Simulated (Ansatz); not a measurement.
One change: `[SiH3]C1=CC1Br` becomes `[SiH3]C1=CC1Cl`.

Ansatz, PBE0-D4/def2-TZVP geometries, multiplicity 1. 

Scalar relativity is left out up to krypton.

```tsv
property	`[SiH3]C1=CC1Br`
size of the dipole moment (B3LYP/def2-TZVPP) / D	2.74
HOMO energy (PBE/def2-TZVPP) / eV	-6.22
LUMO energy (B3LYP/def2-TZVPP) / eV	-1.36
HOMO–LUMO gap (B3LYP/def2-TZVPP) / eV	5.84
HOMO–LUMO gap (PBE0/def2-TZVPP) / eV	6.28
HOMO–LUMO gap (PBE/def2-TZVPP) / eV	4.06
```

Problem. Give the same properties after the change, and the shifts. (Best estimate.)

Solution. The calculation gave: 
| property | `[SiH3]C1=CC1Cl` | shift |
| --- | --- | --- |
| size of the dipole moment (B3LYP/def2-TZVPP) / D | 2.44 | -0.30 |
| HOMO energy (PBE/def2-TZVPP) / eV | -6.43 | -0.21 |
| LUMO energy (B3LYP/def2-TZVPP) / eV | -1.27 | 0.09 |
| HOMO–LUMO gap (B3LYP/def2-TZVPP) / eV | 6.21 | 0.37 |
| HOMO–LUMO gap (PBE0/def2-TZVPP) / eV | 6.66 | 0.38 |
| HOMO–LUMO gap (PBE/def2-TZVPP) / eV | 4.36 | 0.30 |

With PBE0 the HOMO falls by 0.28 eV and the LUMO rises by 0.09 eV, so the gap widens by about 0.37 eV. PBE moves the HOMO by -0.21 eV and ωB97M-V by -0.29 eV. Dipoles are sizes alone; their direction can turn.

B3LYP here is the variant with VWN-RPA as its local correlation; programs differ in this.

Spin–orbit coupling is left out; it splits and shifts lone-pair levels of the heavy atoms by tenths of an eV.
